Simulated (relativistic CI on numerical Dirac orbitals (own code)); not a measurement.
## Line list: Electric-dipole lines, Cr⁷⁺

These numbers are calculated, not measured: Dirac-Coulomb-Breit CI, orbitals from a KLI potential per configuration, a model potential for QED, valence Slater integrals scaled by 0.9, P86 correlation estimate, and configurations built on the next ion tied to the tabulated ionisation energy (semi-empirical) (own radial code, finite nucleus).

Configurations in the expansion (outside the closed core [Ne]): 3s2.3p5, 3s2.3p4.3d, 3s2.3p4.4s, 3s2.3p4.4p, 3s2.3p4.4d, 3s2.3p4.5s, 3s2.3p4.4f, 3s.3p6, 3s2.3p3.3d2, 3s.3p5.3d, 3p5.3d2, 3p6.3d, 3s.3p4.3d2, 3s2.3p3.3d.4s, 3s2.3p3.3d.4p, 3p6.4s, 3p6.4p, 3s.3p5.4s, 3s.3p4.3d.4s, 3s.3p5.4p, 3s.3p4.3d.4p, 3s2.3p4.5p, 3s2.3p3.4s2, 3s2.3p4.5d. Levels of other configurations are missing.

| λ vac (nm) | Lower | Upper | A (s⁻¹) | E lower (cm⁻¹) | E upper (cm⁻¹) |
| --- | --- | --- | --- | --- | --- |
| 10.493 | 3s2.3p5 2P°_3/2 [1] | 3s2.3p4.4d 2D_5/2 [245] | 4.97e+10 | 0 | 953047 |
| 13.106 | 3s2.3p5 2P°_3/2 [1] | 3s2.3p4.4s 2D_5/2 [97] | 2.47e+10 | 0 | 763031 |
| 13.464 | 3s2.3p5 2P°_3/2 [1] | 3s2.3p4.4s 2P_3/2 [80] | 5.41e+10 | 0 | 742746 |
| 18.689 | 3s2.3p4.3d 4D_7/2 [4] | 3s2.3p4.4p 2D°_5/2 [174] | 1.17e+10 | 319379 | 854457 |
| 18.698 | 3s2.3p4.3d 4D_5/2 [5] | 3s2.3p4.4p 2D°_5/2 [174] | 3.01e+10 | 319634 | 854457 |
| 18.727 | 3s2.3p4.3d 4D_3/2 [6] | 3s2.3p4.4p 2D°_5/2 [174] | 1.87e+10 | 320467 | 854457 |
| 20.536 | 3s2.3p4.3d 4D_7/2 [4] | 3s2.3p4.4p 4P°_5/2 [127] | 2.91e+10 | 319379 | 806330 |
| 20.544 | 3s2.3p4.3d 4D_3/2 [6] | 3s2.3p4.4p 4P°_3/2 [128] | 2.65e+10 | 320467 | 807237 |
| 20.547 | 3s2.3p4.3d 4D_5/2 [5] | 3s2.3p4.4p 4P°_5/2 [127] | 1.80e+10 | 319634 | 806330 |
| 20.569 | 3s2.3p5 2P°_3/2 [1] | 3s2.3p4.3d 2D_5/2 [30] | 1.58e+11 | 0 | 486179 |
| 20.622 | 3s2.3p5 2P°_1/2 [2] | 3s2.3p4.3d 2D_3/2 [31] | 1.48e+11 | 9874 | 494792 |
| 20.679 | 3s2.3p5 2P°_3/2 [1] | 3s2.3p4.3d 2P_1/2 [29] | 3.69e+10 | 0 | 483578 |
| 20.839 | 3s2.3p5 2P°_3/2 [1] | 3s2.3p4.3d 2P_3/2 [28] | 1.29e+11 | 0 | 479880 |
| 21.110 | 3s2.3p5 2P°_1/2 [2] | 3s2.3p4.3d 2P_1/2 [29] | 9.34e+10 | 9874 | 483578 |
| 21.183 | 3s2.3p4.3d 2G_9/2 [22] | 3s2.3p4.4p 2F°_7/2 [165] | 3.43e+10 | 372667 | 844750 |
| 21.236 | 3s2.3p4.3d 4F_9/2 [8] | 3s2.3p4.4p 4D°_7/2 [138] | 3.11e+10 | 345050 | 815959 |
| 21.271 | 3s2.3p4.3d 2G_7/2 [21] | 3s2.3p4.4p 2F°_5/2 [164] | 3.12e+10 | 372658 | 842778 |
| 21.943 | 3s2.3p5 2P°_3/2 [1] | 3s2.3p4.3d 2S_1/2 [27] | 1.00e+11 | 0 | 455716 |
| 22.429 | 3s2.3p5 2P°_1/2 [2] | 3s2.3p4.3d 2S_1/2 [27] | 3.65e+10 | 9874 | 455716 |
| 73.544 | 3s2.3p4.4p 4D°_7/2 [138] | 3s2.3p4.4d 4F_9/2 [243] | 5.89e+09 | 815959 | 951931 |

Terms are leading LS components. Brackets give the number of a level in order of energy, since labels repeat. The list gives strong lines, with weight on those to low levels, without configurations that were not tied to measured data, without lines whose two gauges differ by over a factor of 2.5, among the lowest 300 of 1315 levels, so that lines to higher ones, which can be the strongest, are missing. Levels whose partners in the same complex of configurations lie outside the list can be far off, and so can their lines. Rates are taken at the computed energies, electric ones in the length gauge.

Configurations that consist of the next ion and one excited electron were tied to the tabulated ionisation energy; Rydberg ones are usually within 1,000 to 3,000 cm⁻¹ and the lowest ones within about 6,000 (9,000 in d shells), while levels on excited terms of the next ion carry the error of that term, and the other configurations can be misplaced by 10,000 cm⁻¹ or more. Rates follow the energies as ν³ (E1, M1) or ν⁵ (E2), so rates, branching and lifetimes can be off by large factors. 17 of the 21 excited levels that our extract of the measured tables holds in this range could be paired (the sources list more); they are missed by 27955 cm⁻¹ on average and 138603 at most, and levels without a partner can miss by more.
